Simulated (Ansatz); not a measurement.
Species: H3B, SMILES `B` (charge 0, multiplicity 1), formula H₃B.

Problem. How many basis functions does frozen-core CCSD(T)/cc-pVTZ // B3LYP-D3(BJ)/def2-TZVP in Ansatz (a quantum-chemistry and plane-wave program) use, how many core orbitals are frozen, and how many electrons are correlated?

Solution. 72 basis functions and 1 frozen orbitals, which leaves 6 correlated electrons. Core time is of the order of seconds.
